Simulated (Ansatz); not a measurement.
`FC[SiH2]F` + `[NH2][AlH2]` → `F[SiH2][NH][AlH2]` + `CF` at 298.15 K and 1 bar (ligand exchange at the Si–C bond).

Isolated molecules relaxed with PBE0-D4/def2-TZVP in Ansatz; ΔE leaves out vibrations. CBS: MP2 limit from def2 TZ/QZ plus the TZ coupled-cluster correction, frozen cores. This one scheme is used for every species. One conformer a species, not always the lowest.

| species | CCSD(T)/CBS energy (Eh) | H − E (kJ/mol) | S (J/(mol·K)) |
| --- | --- | --- | --- |
| `FC[SiH2]F` | -529.16787 | 146.8 | 309.2 |
| `[NH2][AlH2]` | -299.14566 | 115.0 | 251.7 |
| `F[SiH2][NH][AlH2]` | -688.71689 | 151.7 | 334.1 |
| `CF` | -139.63461 | 113.4 | 222.6 |

H − E and S are ideal-gas, rigid-rotor, harmonic terms from PBE0-D4/def2-TZVP, for one conformer and one mirror image of each species. 1 Eh = 2625.50 kJ/mol, R = 8.31446 J/(mol·K).

Task: By hand: ΔE, ΔH, ΔS and ΔG.

Result: ΔE = (-688.71689) + (-139.63461) − (-529.16787) − (-299.14566) = -0.03797 Eh = -99.7 kJ/mol. Δ(H − E) = 151.7 + 113.4 − 146.8 − 115.0 = 3.3, so ΔH = -96.4 kJ/mol. ΔS = 334.1 + 222.6 − 309.2 − 251.7 = -4.2 J/(mol·K). ΔG = -96.4 − 298.15 × (-4.2)/1000 = -95.1 kJ/mol.

Task: By hand: the equilibrium constant, and the temperature at which ΔG would vanish if ΔH and ΔS stayed fixed.

Result: log₁₀ K = −ΔG/(RT ln 10) = 16.7. ΔG = 0 at ΔH/ΔS = 22952 K, far beyond where these terms or the molecules hold.

The number of gas molecules stays the same, so ΔS is small and ΔH decides. A doubt of 5 kJ/mol in ΔE shifts log₁₀ K by 0.9 here. Other conformers and mirror images would add mixing entropy, several J/(mol·K) or more a flexible species. These are equilibria of isolated gas molecules and say nothing of rates. Largest T1 diagnostic: 0.012 (customary marks: 0.02 for closed shells, 0.045 for open ones).
